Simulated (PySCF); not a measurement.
PySCF input file for C4H7NO, SMILES COCCC#N, PBE/pcSseg-1. Geometry: ωB97X-D3(BJ)/def2-SVP. One conformer was computed; it need not be the lowest.

```python
import numpy as np
from pyscf import gto, scf, dft
from pyscf.prop.nmr import rks as nmr

mol = gto.M(
    atom='''
    C     0.33799275    2.70810166    0.00000000
    O    -0.45605264    1.55063148   -0.00000000
    C     0.28899882    0.36685217    0.00000000
    C    -0.70795504   -0.79055408    0.00000000
    C    -0.03907165   -2.09640302   -0.00000000
    N     0.50789675   -3.11476783   -0.00000000
    H     0.98570152    2.76031057    0.89726030
    H     0.98570150    2.76031057   -0.89726031
    H    -0.33622102    3.57617579   -0.00000000
    H     0.94468654    0.30301166    0.89215572
    H     0.94468653    0.30301166   -0.89215573
    H    -1.35560027   -0.71623886   -0.88710885
    H    -1.35560027   -0.71623886    0.88710885
    ''',
    basis='pcSseg-1',
    charge=0,
    spin=0,
    max_memory=1600,
    verbose=3,
)
mf = dft.RKS(mol, xc='pbe')
mf.grids.level = 3
mf.conv_tol = 1e-10
mf.max_cycle = 100
mf.kernel()
n = nmr.NMR(mf)
n.verbose = 2
n.max_cycle_cphf = 60
sigma = n.kernel()
print('atom   isotropic/ppm   span/ppm')
for i, s in enumerate(sigma):
    w = np.linalg.eigvalsh((s + s.T) / 2)
    print(f'{mol.atom_symbol(i):2s}{i + 1:3d} {w.mean():14.3f} {w[2] - w[0]:11.3f}')
```

Output:

```
converged SCF energy = -286.198993247449
atom   isotropic/ppm   span/ppm
C   1        117.701      94.217
O   2        291.852      49.631
C   3        105.951      84.847
C   4        158.530      37.888
C   5         63.471     340.156
N   6        -38.357     517.608
H   7         27.864       9.343
H   8         27.864       9.343
H   9         27.343       9.652
H  10         27.817       6.292
H  11         27.817       6.292
H  12         28.848       8.793
H  13         28.848       8.793
```

The run converged.

Cost: very roughly 26 core-seconds.
